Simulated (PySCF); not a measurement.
C₅H₁₀GeSi.
SMILES with atom numbers: `[CH:1]#[C:2]/[CH:3]=[CH:4]\[GeH2:5][CH2:6][SiH3:7]` (hydrogens: H8 on C1; H9 on C3; H10 on C4; H11, H12 on Ge5; H13, H14 on C6; H15, H16, H17 on Si7)

A GFN2-xTB structure was refined with PBE0-D3(BJ)/def2-SVP geometry optimisation, gas phase in PySCF 2.14.0. Its GFN2-xTB values:

```json
{"coordinate": "C1≡C2", "GFN2-xTB": "1.229 Å"}
{"coordinate": "C1–H8", "GFN2-xTB": "1.020 Å"}
{"coordinate": "C2–C3", "GFN2-xTB": "1.418 Å"}
{"coordinate": "C3=C4", "GFN2-xTB": "1.298 Å"}
{"coordinate": "C3–H9", "GFN2-xTB": "1.106 Å"}
{"coordinate": "C4–Ge5", "GFN2-xTB": "1.976 Å"}
{"coordinate": "C4–H10", "GFN2-xTB": "1.080 Å"}
{"coordinate": "Ge5–C6", "GFN2-xTB": "1.976 Å"}
{"coordinate": "Ge5–H11", "GFN2-xTB": "1.501 Å"}
{"coordinate": "C6–Si7", "GFN2-xTB": "1.883 Å"}
{"coordinate": "C6–H13", "GFN2-xTB": "1.096 Å"}
{"coordinate": "Si7–H15", "GFN2-xTB": "1.478 Å"}
{"coordinate": "C1–C2–C3", "GFN2-xTB": "179.3°"}
{"coordinate": "C2–C3–C4", "GFN2-xTB": "123.1°"}
{"coordinate": "C3–C4–Ge5", "GFN2-xTB": "123.4°"}
{"coordinate": "C4–Ge5–C6", "GFN2-xTB": "111.8°"}
{"coordinate": "Ge5–C6–Si7", "GFN2-xTB": "113.6°"}
{"coordinate": "C2–C3–C4–Ge5", "GFN2-xTB": "5°"}
{"coordinate": "C3–C4–Ge5–C6", "GFN2-xTB": "62°"}
{"coordinate": "C4–Ge5–C6–Si7", "GFN2-xTB": "57°"}
```

Q: How do these coordinates change at the PBE0-D3(BJ)/def2-SVP level?

A: 
```tsv
coordinate	PBE0-D3(BJ)/def2-SVP (Å or °)	change
C1–H8	1.075	+0.055
C3=C4	1.347	+0.049
Ge5–H11	1.541	+0.040
C4–Ge5	1.949	-0.027
Si7–H15	1.497	+0.019
Ge5–C6	1.959	-0.017
C4–H10	1.096	+0.016
C1≡C2	1.215	-0.014
C3–H9	1.098	-0.008
C6–H13	1.103	+0.007
C2–C3	1.424	+0.006
C6–Si7	1.878	-0.005
C4–Ge5–C6	110.1	-1.7
C2–C3–C4	124.4	+1.3
Ge5–C6–Si7	114.6	+1.0
C3–C4–Ge5	123.8	+0.4
C1–C2–C3	179.4	+0.1
C2–C3–C4–Ge5	0	-5
C4–Ge5–C6–Si7	55	-2
C3–C4–Ge5–C6	63	+1
```

The energy falls by 5.8 kcal/mol over 7 energy and gradient evaluations, the largest force component goes from 0.0591 to 4.4e-04 Eh/bohr, and the atoms move by 0.069 Å rms after alignment. The bond that changes most is C1–H8 (terminal alkyne carbon to alkyne hydrogen), which lengthens by 0.055 Å. Bonds longer at the end by more than 0.005 Å: 11 of 16; shorter: 5. Rotational constants go from 1739, 999.5, 827.1 to 1676, 1021, 821.1 MHz.

The run used 170 basis functions and 54 SCF cycles in all. Time: 2.1 min; peak memory 0.73 GiB. Hardware: one thread of an Arm Neoverse V1, shared host with 32 logical CPUs at a one-minute load of 34.

Whether it is a minimum is left open (no frequencies). The numbers are those of one conformer.

Conformer computed: `[CH:1]#[C:2]/[CH:3]=[CH:4]\[GeH2:5][CH2:6][SiH3:7]`: C3–C4–Ge5–C6 63°, C4–Ge5–C6–Si7 55°.
